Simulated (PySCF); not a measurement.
# A small calculation by hand: oscillator strength and radiative lifetime

C5H9Cl, SMILES CCC/C=C\Cl.

Coordinates come from a PBE-D3(BJ)/def2-SVP optimisation. One conformer was computed; it need not be the lowest.

TDDFT-PBE/def2-SVPD (PySCF 2.14.0) puts the first singlet state with f over 0.02 at 5.92 eV (vertical), with the transition dipole (0.423, 0.023, 0.247) in atomic units.

**Question.** Find the oscillator strength, the wavelength and the radiative lifetime that this transition would have in vacuum if emission retraced absorption.

**Answer.** 
|μ|² = 0.2405 au, so |μ| = 1.25 D. ΔE = 5.92/27.211 = 0.2176 hartree. f = (2/3) ΔE |μ|² = 0.035 (the program prints 0.035).
λ = 1239.84/5.92 = 209 nm; ν = 47748 cm⁻¹.
Einstein's coefficient A = 0.6670 ν² f s⁻¹ (ν in cm⁻¹) = 5.3e7 s⁻¹, so τ = 1/A = 19 ns. This state is S1. The figure is the radiative limit of this one transition; relaxation, internal conversion, crossing to triplets and a medium change what is measured.
